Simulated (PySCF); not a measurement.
Al(Cl)2(OEt) (C2H5AlCl2O), SMILES CC[O][Al]([Cl])[Cl]. Atoms are numbered in the order given.

```xyz
11

Al    -0.1058     0.4641     0.1592
Cl     1.2010     0.9441    -1.3984
Cl    -1.4986     1.8656     0.8073
O     -0.0593    -1.0338     0.9125
C      0.5733    -2.2713     0.7427
C      0.2007    -2.9246    -0.5720
H      1.6713    -2.1531     0.8042
H      0.2774    -2.9209     1.5844
H      0.5317    -2.3077    -1.4231
H      0.6738    -3.9138    -0.6688
H     -0.8899    -3.0576    -0.6416
```

Geometry optimised at PBE0-D3(BJ)/def2-SVP. The values are those of a single conformer.

These are PySCF with KT2/pcSseg-1 values and carry that method's errors.

GIAO shieldings, no solvent; atoms listed in one row are averaged. δ = σ(ref) − σ: ³⁵Cl against HCl (σ = 945.4 ppm); ¹⁷O against H2O (σ = 330.4 ppm); ¹³C against TMS (σ = 185.1 ppm); ¹H against TMS (σ = 31.47 ppm), references at their B3LYP-D3(BJ)/def2-TZVP geometries, non-relativistic (without spin–orbit terms, shifts of atoms bonded to Cl or Br come out too high).

| nucleus | atoms | count | δ (ppm) |
|---|---|---|---|
| ³⁵Cl | Cl2 | 1 | 22.1 |
| ³⁵Cl | Cl3 | 1 | -6.3 |
| ¹⁷O | O4 | 1 | 100.5 |
| ¹³C | C5 | 1 | 67.3 |
| ¹³C | C6 | 1 | 25.9 |
| ¹H | H7 | 1 | 4.58 |
| ¹H | H8 | 1 | 4.31 |
| ¹H | H9, H10, H11 | 3 | 1.54 |
